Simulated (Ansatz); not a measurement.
The same molecule with X = O, S, Se. Ansatz, PBE0-D4/def2-TZVP geometries, multiplicity 1.

Scalar relativity is left out up to krypton.

| X | molecule | mean X–C bond length / Å | mean X–H bond length / Å | LUMO energy (ωB97M-V/def2-TZVPP) / eV | HOMO–LUMO gap (PBE/def2-TZVPP) / eV | HOMO–LUMO gap (ωB97M-V/def2-TZVPP) / eV |
| --- | --- | --- | --- | --- | --- | --- |
| S | CH₃SH | 1.806 | 1.342 | 2.25 | 5.11 | 11.27 |
| Se | `C[SeH]` | 1.949 | 1.468 | 1.90 | 4.56 | 10.60 |

(1) Give the row for X = O, CH₃OH. (Best estimate.)

Results:

(1) Ansatz gave: 
```
X  molecule  mean X–C bond length / Å  mean X–H bond length / Å  LUMO energy (ωB97M-V/def2-TZVPP) / eV  HOMO–LUMO gap (PBE/def2-TZVPP) / eV  HOMO–LUMO gap (ωB97M-V/def2-TZVPP) / eV
O     CH₃OH                     1.409                     0.959                                   2.53                                 6.39                                    12.89
```

From O to Se the mean X–C bond length rises at each step, by 0.540 Å in all; the mean X–H bond length rises at each step, by 0.509 Å in all; the LUMO energy (ωB97M-V/def2-TZVPP) falls at each step, by 0.63 eV in all; the HOMO–LUMO gap (PBE/def2-TZVPP) falls at each step, by 1.83 eV in all; the HOMO–LUMO gap (ωB97M-V/def2-TZVPP) falls at each step, by 2.29 eV in all. Bonds lengthen as the atom grows down the group.

Spin–orbit coupling is left out; it splits and shifts lone-pair levels of the heavy atoms by tenths of an eV.
